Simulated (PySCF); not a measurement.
Computed shifts of a molecule CH7BO2Si, PBE/pcSseg-1 (PySCF), GIAO, gas phase, atoms alike by connectivity averaged where their shifts nearly agree, in ppm (number of nuclei): ²⁹Si: -86.3 (1). ¹³C: -8.8 (1). ¹H: 4.76 (2), 4.09 (1), 3.90 (1), 0.52 (3). References: ²⁹Si against TMS (σ = 335.4 ppm); ¹³C against TMS (σ = 182.0 ppm); ¹¹B against BF3 (σ = 83.9 ppm); ¹⁷O against H2O (σ = 334.3 ppm); ¹H against TMS (σ = 31.49 ppm), references at their B3LYP-D3(BJ)/def2-TZVP geometries, non-relativistic. Geometry optimised at r2SCAN-D4/def2-SVP. The values are those of a single conformer.

Task: Which structure fits?
(A) C[SiH2]B(O)O
(B) OB(O)C[SiH3]
(C) COBO[SiH3]
(D) COB(O)[SiH3]

Result: A, C[SiH2]B(O)O
